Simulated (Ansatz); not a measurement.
The inner images of a band of C2H2F2SSi (8 atoms, charge 0, multiplicity 1) are given out of order.

Method: Ansatz 0.2.0, RKS BLYP-D4/6-31G*.

Image 0:

```xyz
8
Properties=species:S:1:pos:R:3
F 0.433 -1.672 1.710
Si 1.396 -0.440 1.191
F 2.145 -1.167 -0.084
C -0.646 0.039 -0.635
C -0.890 1.335 -0.471
S -1.111 2.868 -0.213
H -1.250 -0.712 -0.117
H 0.014 -0.308 -1.436
```

Image 6:

```xyz
8
Properties=species:S:1:pos:R:3
F 0.393 -1.495 1.820
Si 0.731 -0.530 0.570
F 2.280 -0.740 0.169
C -0.617 -0.211 -0.674
C -0.175 1.031 0.169
S -0.323 2.637 -0.036
H -1.568 -0.641 -0.306
H -0.628 -0.108 -1.768
```

**Question.** Put them in order from the first end to the last, with their energies above the first end.
A.
```xyz
8
Properties=species:S:1:pos:R:3
F 0.601 -2.070 1.161
Si 1.117 -0.526 1.393
F 2.291 -0.411 0.252
C -0.886 -0.019 -0.631
C -0.649 1.277 -0.474
S -0.295 2.791 -0.244
H -1.646 -0.538 -0.041
H -0.441 -0.561 -1.471
```
B.
```xyz
8
Properties=species:S:1:pos:R:3
F 0.468 -1.895 1.341
Si 1.097 -0.376 1.385
F 2.391 -0.506 0.391
C -0.943 -0.041 -0.750
C -0.569 1.181 -0.395
S -0.113 2.668 -0.136
H -1.326 -0.805 -0.072
H -0.913 -0.281 -1.819
```
C.
```xyz
8
Properties=species:S:1:pos:R:3
F 0.376 -1.807 1.437
Si 0.786 -0.316 0.932
F 2.334 -0.391 0.468
C -0.823 -0.109 -0.692
C -0.320 0.994 0.004
S 0.034 2.574 -0.273
H -1.222 -0.988 -0.176
H -1.073 -0.014 -1.756
```
D.
```xyz
8
Properties=species:S:1:pos:R:3
F 0.485 -2.032 1.301
Si 1.240 -0.567 1.304
F 2.255 -0.751 0.020
C -0.716 0.037 -0.514
C -0.801 1.364 -0.506
S -0.831 2.931 -0.420
H -1.457 -0.571 0.013
H -0.083 -0.467 -1.252
```
E.
```xyz
8
Properties=species:S:1:pos:R:3
F 0.344 -1.697 1.607
Si 0.719 -0.475 0.619
F 2.307 -0.529 0.349
C -0.664 -0.158 -0.675
C -0.258 1.028 0.163
S -0.076 2.616 -0.181
H -1.421 -0.805 -0.188
H -0.859 -0.037 -1.750
```

**Answer.** D (-0.1 kcal/mol), A (+0.4 kcal/mol), B (+3.6 kcal/mol), C (+10.1 kcal/mol), E (+2.9 kcal/mol).

The run took 5.2 min on 2 threads of Arm Neoverse V1, on a shared host, peak memory 0.14 GiB.
